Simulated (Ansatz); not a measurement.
Isolated molecules relaxed with PBE0-D4/def2-TZVP in Ansatz; ΔE leaves out vibrations. CBS: MP2 limit from def2 TZ/QZ plus the TZ coupled-cluster correction, frozen cores. This one scheme is used for every species. Functionals use def2-TZVPP. B3LYP here is the variant with VWN-RPA as its local correlation; programs differ in this. No spin–orbit coupling; open shells (•) take unrestricted orbitals. One conformer a species, not always the lowest.

Consider the homolysis of the S–Si bond: `O[SiH2]S[SiH2]F` → `O[SiH2][S]`• + `F[SiH2]`•.

`O[SiH2]S[SiH2]F`:

Z-matrix (Å, degrees):
```
Si
S 1 2.152
O 1 1.635 2 112.5
H 1 1.486 2 106.9 3 122.7
H 1 1.476 2 106.7 3 -117.0
Si 2 2.110 1 95.7 3 -77.0
H 3 0.961 1 116.8 2 55.9
F 6 1.610 2 109.1 1 51.9
H 6 1.478 2 108.4 1 169.9
H 6 1.479 2 112.4 1 -65.0
```

`O[SiH2][S]`•:

Cartesian coordinates in Å:
```
O -0.823 -0.809 -0.694
Si 0.167 -0.006 0.337
S 0.089 2.103 0.225
H -0.817 -0.546 -1.616
H 1.609 -0.268 0.062
H -0.227 -0.474 1.684
```

`F[SiH2]`•:

Z-matrix (Å, degrees):
```
Si
F 1 1.604
H 1 1.490 2 107.9
H 1 1.490 2 107.9 3 120.5
```

Problem. What is ΔE at CCSD(T)/CBS? (An estimate is asked.)

Solution. Computed: +98.2 kcal/mol.

Problem. What do these levels give: PBE-D4, PBE0-D4, B3LYP-D4, B2PLYP, PBE, r2SCAN, PBE0, B3LYP, CCSD/def2-TZVPP, HF/def2-QZVPP, MP2/def2-QZVPP, CCSD/CBS(def2)? (An estimate is asked.)

Solution. The calculation gave: PBE-D4 93.6, PBE0-D4 94.6, B3LYP-D4 91.8, B2PLYP 91.8, PBE 90.7, r2SCAN 92.0, PBE0 92.1, B3LYP 87.1, CCSD/def2-TZVPP 91.8, HF/def2-QZVPP 68.2, MP2/def2-QZVPP 101.2, CCSD/CBS(def2) 95.5 kcal/mol.

Largest T1 diagnostic among the species: 0.014.

In def2-TZVPP, CCSD(T) changes the Hartree–Fock value by +26.0 kcal/mol (the triples alone add +2.7 kcal/mol) and MP2 by +30.7 kcal/mol; breaking electron pairs costs correlation energy, which Hartree–Fock lacks. From PBE to PBE0 (25 % exact exchange), in def2-TZVPP and without D4, ΔE moves by +1.3 kcal/mol.
